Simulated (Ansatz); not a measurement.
A geometry relaxed with B3LYP-D3(BJ)/def2-SVP (Ansatz, a quantum-chemistry and plane-wave program), charge 0, multiplicity 1:

```xyz
21

H     -3.9192    -1.9738     0.3557
S      3.2105     1.5873     0.4115
H     -2.0152     2.6027     1.5044
C     -2.0170    -1.2931    -0.2978
C      3.8811     0.2176    -0.4331
H      3.1831    -1.6170    -1.3534
H     -2.0158    -1.9844    -1.1490
H      0.4010     2.4438     1.2227
C     -3.0639    -1.3186     0.5399
B     -2.0904     1.6572     0.7548
H      4.9569     0.1710    -0.5996
C     -0.8080    -0.4686    -0.1558
H     -3.1291     1.4519     0.1832
C     -0.8265     0.8224     0.4844
C      0.4003     1.4772     0.7141
H     -3.0957    -0.7090     1.4467
C      0.3957    -0.9998    -0.6237
C      1.5954     0.9229     0.2585
C      2.9449    -0.6984    -0.8160
H      0.4006    -1.9717    -1.1241
C      1.6113    -0.3198    -0.4310
```

Q: Write the SMILES of this molecule.

A: `Bc1cc2sccc2cc1C=C`
